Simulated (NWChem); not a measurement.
## Ionisation of trichloroethylene (C2HCl3)

SMILES: ClC=C(Cl)Cl
```xyz
6

Cl    -2.1917    -0.6168     0.0000
C     -0.9604     0.5683     0.0000
C      0.3477     0.2788     0.0000
Cl     0.9658    -1.3170     0.0000
Cl     1.5185     1.5404     0.0000
H     -1.2968     1.6060     0.0000
```
Charge 0, spin multiplicity 1.

All runs are NWChem calculations. All single points use one geometry, from PBE0/def2-SVP, a minimum by its harmonic frequencies.

Basis set: def2-TZVP. −ε marks an orbital energy of the parent.

B3LYP has NWChem's definition, with VWN1-RPA local correlation.

Question: One of these methods gave a first vertical ionisation energy of 7.32 eV. Which?
(A) −ε(HOMO) of PBE
(B) −ε(HOMO) of B3LYP
(C) −ε(HOMO) of PBE0
(D) −ε(HOMO) of HF

Answer: C, −ε(HOMO) of PBE0. The others give 7.09 (−ε(HOMO) of B3LYP), 6.14 (−ε(HOMO) of PBE), 9.89 (−ε(HOMO) of HF).
